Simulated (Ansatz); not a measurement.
BClH9NSi3 (`BN([SiH2][SiH3])[SiH2]Cl`) at its PBE0-D4/def2-TZVP geometry, where that method's forces vanish. Charge 0, multiplicity 1.

| atom | x (Å) | y (Å) | z (Å) |
| --- | --- | --- | --- |
| B1 | -0.1303 | 1.7344 | -0.9193 |
| N2 | -0.6429 | 0.5111 | -0.4363 |
| Si3 | -0.2273 | 0.0099 | 1.2096 |
| Si4 | 1.9964 | -0.7090 | 1.3255 |
| Si5 | -1.6171 | -0.5118 | -1.4427 |
| Cl6 | -0.6453 | -2.3000 | -1.7395 |
| H7 | -0.3667 | 2.0862 | -2.0395 |
| H8 | 0.5408 | 2.4149 | -0.1930 |
| H9 | -1.1504 | -1.1029 | 1.5666 |
| H10 | -0.4760 | 1.1485 | 2.1309 |
| H11 | 2.3398 | -1.0612 | 2.7301 |
| H12 | 2.1937 | -1.9000 | 0.4589 |
| H13 | 2.8982 | 0.3814 | 0.8664 |
| H14 | -1.8218 | 0.1379 | -2.7518 |
| H15 | -2.8911 | -0.8394 | -0.7660 |

**Question.** For each bond, give half the difference of the two atoms' forces along it (eV/Å; positive pushes the atoms apart) under PBE-D4, r2SCAN-D4, B3LYP-D4, ωB97M-V in def2-TZVPP. (Estimate.)

**Answer.** Computed: 
```
   bond  length (Å)  PBE-D4  r2SCAN-D4  B3LYP-D4  ωB97M-V
  B1–N2       1.412    0.06       0.13      0.07     0.13
  B1–H7       1.198    0.01      -0.07     -0.12    -0.13
  B1–H8       1.200    0.01      -0.07     -0.12    -0.11
 N2–Si3       1.770    0.13       0.04      0.11     0.09
 N2–Si5       1.734    0.16       0.02      0.08     0.05
Si3–Si4       2.340   -0.12       0.01      0.09     0.04
 Si3–H9       1.489    0.06      -0.03     -0.12    -0.11
Si3–H10       1.486    0.06      -0.03     -0.11    -0.14
Si4–H11       1.488    0.09      -0.02     -0.06    -0.10
Si4–H12       1.486    0.09      -0.01     -0.07    -0.09
Si4–H13       1.488    0.09      -0.02     -0.07    -0.10
Si5–Cl6       2.057    0.13       0.04      0.22     0.11
Si5–H14       1.476    0.03      -0.05     -0.15    -0.17
Si5–H15       1.479    0.03      -0.04     -0.13    -0.16
```

B3LYP here is the variant with VWN-RPA as its local correlation; programs differ in this.
